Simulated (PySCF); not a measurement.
Choosing a basis for TDDFT

Species: C₄H₈Si.
InChI=1S/C4H8Si/c1-2-3-4-5/h4H2,1,5H3

TDDFT with PBE0 (PySCF), vertical singlets, core orbitals frozen in the response, spherical d and f functions. Isolated species at its PBE0-D3(BJ)/def2-SVP geometry, gas phase.

How do the low singlets change with the basis? Take 6-31G*, 6-31+G*, def2-SVP, def2-SVPD, aug-cc-pVDZ, def2-TZVP and def2-TZVPD.

```
      basis  functions  diffuse  S1 (eV)  S2 (eV)  S3 (eV)  S4 (eV)  S5 (eV)  LUMO (eV)  α (au)
     6-31G*         90       no     6.40     6.61     6.68     6.89     7.16       1.09    63.6
    6-31+G*        110      yes     5.91     6.19     6.31     6.48     6.55       0.04    71.6
   def2-SVP        114       no     6.39     6.65     6.69     6.97     7.26       1.12    68.2
  def2-SVPD        168      yes     6.26     6.29     6.53     6.53     6.60       0.40    78.8
aug-cc-pVDZ        191      yes     5.78     6.05     6.20     6.25     6.37      -0.15    80.4
  def2-TZVP        209       no     6.27     6.45     6.54     6.57     6.78       0.59    75.8
 def2-TZVPD        263      yes     5.96     6.22     6.25     6.43     6.51       0.12    80.1
```

States are compared by their number. Against the largest diffuse basis here (def2-TZVPD, itself not a converged limit), sets without diffuse functions differ by up to 0.44 eV in S1 and 0.75 eV in S5; the smaller diffuse sets differ by up to 0.29 and 0.14 eV. State by state, the largest deviation of a set without diffuse functions is S1 0.44, S2 0.43, S3 0.44, S4 0.53, S5 0.75 eV. The same number needn't mean the same state in each row. Against def2-TZVPD the polarisability deviates by -21% in 6-31G*, -11% in 6-31+G*, -15% in def2-SVP, -2% in def2-SVPD, 0% in aug-cc-pVDZ, -5% in def2-TZVP. A single + in a Pople set puts diffuse functions on heavy atoms only.
